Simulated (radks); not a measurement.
Task: The table gives one normalised radial function P(r) = r R(r) of Dy in [Xe] 4f10 6s2 (r in bohr). Method: scalar-relativistic Kohn-Sham, BLYP, spin-polarised, spherical densities, point nucleus; open shells are filled with parallel spins first (spin-orbit coupling, left out, can overturn this in heavy ions); computed with a radial shooting solver on a logarithmic mesh with Libxc functionals.

| r | P |
|---|---|
| 0.004202 | 0.1253 |
| 0.00574 | 0.1452 |
| 0.00778 | 0.1587 |
| 0.01063 | 0.1592 |
| 0.01452 | 0.1355 |
| 0.01984 | 0.0769 |
| 0.0271 | -0.0209 |
| 0.03702 | -0.1431 |
| 0.05058 | -0.2408 |
| 0.06855 | -0.2362 |
| 0.09365 | -0.0675 |
| 0.1279 | 0.2128 |
| 0.1748 | 0.3708 |
| 0.2388 | 0.1533 |
| 0.3262 | -0.3340 |
| 0.4457 | -0.5367 |
| 0.604 | -0.0924 |
| 0.8251 | 0.6580 |
| 1.127 | 1.0292 |
| 1.54 | 0.8273 |
| 2.104 | 0.4051 |
| 2.874 | 0.1198 |
| 3.927 | 0.0195 |
| 5.322 | 0.0016 |
| 7.27 | 0.0000 |
| 9.932 | 0.0000 |
| 13.57 | 0.0000 |

Which n and l does it have? It may be an empty orbital.

Result: n = 5, l = 0: the number of nodes gives n - l - 1 = 4, the rise at small r (about r^(l+1), flatter next to the nucleus through relativity) gives l, and the extent must fit the shell. The curve is that of 5s down; the table hardly tells the two spins apart. 5s down: eigenvalue -47.773 eV, 4 radial nodes at r = 0.0256, 0.101, 0.265, 0.628 bohr, <r> = 1.31 bohr, 90 % of the charge inside 1.89 bohr.
